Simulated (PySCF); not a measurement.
Compound: V(NH2)F3 (doublet state).
Structure used (PBE0-D3(BJ)/def2-SVP), in Å, numbered top down from 1:
```
atom  x, y, z in Å
V1     0.0093   -0.0171   -0.7359
N2    -0.0712   -0.0124    1.0468
H3     0.7624   -0.0408    1.6318
H4    -0.9276    0.0117    1.5978
F5     1.7021   -0.0079   -1.0591
F6    -0.6909    1.4556   -1.2779
F7    -0.6923   -1.4913   -1.2721
```

Computed, not measured: PBE0-D3(BJ)/def2-SVP geometry optimisation, gas phase in PySCF 2.14.0.

Problem. Which atoms are bound to V1, and at what distances?

Solution. 4 atoms: F6 1.718 Å, F7 1.718 Å, F5 1.723 Å, N2 1.785 Å. The nearest atom not counted as bound is H3, at 2.48 Å.

Problem. List the angles at V1.

Solution. 
| angle | degrees | distance of the outer atoms (Å) |
| --- | --- | --- |
| F6–V1–F7 | 118.1 | 2.95 |
| F5–V1–F7 | 110.3 | 2.82 |
| F5–V1–F6 | 109.7 | 2.81 |
| N2–V1–F7 | 107.2 | 2.82 |
| N2–V1–F6 | 107.1 | 2.82 |
| N2–V1–F5 | 103.4 | 2.75 |

Problem. What is the shape at V1?

Solution. Distorted tetrahedral: angles from 103.4° to 118.1°; τ4 = (360° − α − β)/141° = 0.93 with α and β the two widest (0 for a square, 1 for a tetrahedron).

Problem. What are the other bond lengths?

Solution. N2–H3 1.019 Å; N2–H4 1.019 Å.

Problem. What are the rotational constants (commonest isotopes, rigid rotor)?

Solution. A = 3532, B = 3352, C = 3212 MHz: an asymmetric top.

Charge 0, doublet. ⟨S²⟩ = 0.763 (exact for a doublet: 0.75). Not checked by PBE0-D3(BJ)/def2-SVP frequencies.
